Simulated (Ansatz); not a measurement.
The molecule Br₂, multiplicity 3 (not the ground state: that is measured with 2S+1 = 1). No spin–orbit coupling. Br is treated without relativity.

Constants: fifth-degree fit in 1/R to seven points, most abundant isotopes. Runs in def2 and cc sets follow the lowest solution found near the PBE0 minimum.

Run with Ansatz (a program for electronic structure). Each number belongs to the level named beside it.

```
level               r_e (Å)  ω_e (cm⁻¹)  ω_e x_e (cm⁻¹)  B_e (cm⁻¹)
------------------  -------  ----------  --------------  ----------
PBE/def2-TZVPP        2.702         184            0.82      0.0585
PBE0/def2-TZVPP       2.642         207            0.73      0.0612
wB97X-V/def2-TZVPP    2.604         231            0.64      0.0630
CCSD/def2-TZVPP       2.649         204            0.82      0.0609
CCSD(T)/def2-TZVPP    2.698         175             1.3      0.0587
```

Correlated levels freeze the inner cores; with def2 sets outer-core shells near the valence are correlated too.

Doubts at one or more of the structures used: other coupled-cluster roots lie near (CCSD/def2-TZVPP, CCSD(T)/def2-TZVPP).
